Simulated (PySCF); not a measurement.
# How the method changes the constants of LiSn⁺

State: ³Π (triplet), unpaired electrons σ ↑, π ↑. Set-up: basis Li def2-SVPD, Sn def2-SVPD with ECP28; scalar-relativistic core potentials; PySCF 2.14. De refers to Li⁺ + Sn in their high-spin ground configurations, without counterpoise correction. The functionals are run spin-unrestricted. A positive dipole points towards Sn; it is taken about the centre of mass and depends on that origin.

```tsv
Level	Re (Å)	ωe (cm⁻¹)	De (eV)	μ (D)	CPU s a point (SCF and correlation, without the integrals)
UHF	3.081	203	0.74	-10.00	0.089
UHF-MP2	3.079	203	0.74	n/a	0.15
UHF-SCS-MP2	3.083	203	0.74	n/a	n/a
UHF-CCSD	3.086	202	0.73	n/a	n/a
UHF-CCSD(T)	3.086	202	0.74	n/a	4.2
LDA	3.007	206	0.87	-9.33	0.29
PBE	3.042	200	0.88	-9.35	0.42
r²SCAN	3.058	200	0.76	-9.73	0.6
r²SCANh	3.048	203	0.76	-9.73	0.63
PBE0	3.018	208	0.84	-9.46	0.78
M06	3.081	195	0.79	-9.78	0.66
```

(1) Which functional lies closest to UHF-CCSD(T) in De, which farthest, and by how much do they differ from it?

(2) What does a quarter of exact exchange do here, going from PBE to PBE0?

(3) What does the step from GGA to meta-GGA do here, going from PBE to r²SCAN?

Correlated steps freeze 4 core orbitals. Correlated levels converge slowly with the basis: in double zeta they bind strong bonds too weakly, by up to about 1 eV, and carry superposition errors of some tenths. These are scalar-relativistic numbers at best; spin–orbit coupling would shift them, the dissociation energy most. For an ion De counts to the pair picked by the measured ionisation energies or electron affinities, which need not be the lowest pair at this level. Counting both spins, an empty level lies below a filled one in some of these solutions, because spin and occupation are held. The state was picked by a PBE0 search and need not be the measured ground state.

The whole job (state search and all levels along the bond) took about 1.7 min on 1 thread of Arm Neoverse V1 (shared host), peak memory 0.52 GiB.

## Answers

(1) Closest is r²SCAN (-2.8 pm in Re, -1.0 % in ωe, +0.02 eV in De against UHF-CCSD(T) in the same basis), farthest PBE (-4.4 pm in Re, -1.0 % in ωe, +0.14 eV in De). CCSD(T) converges more slowly with the basis than the functionals do and binds too weakly in this one, so the order can change at the basis-set limit.

(2) PBE0 less PBE: -2.4 pm in Re, +4.0 % in ωe, -0.04 eV in De. Exact exchange removes part of the self-interaction that spreads semilocal densities, and in most molecules shortens and stiffens the bond and lowers De; so it does here.

(3) r²SCAN less PBE: +1.6 pm in Re, +0.0 % in ωe, -0.12 eV in De.
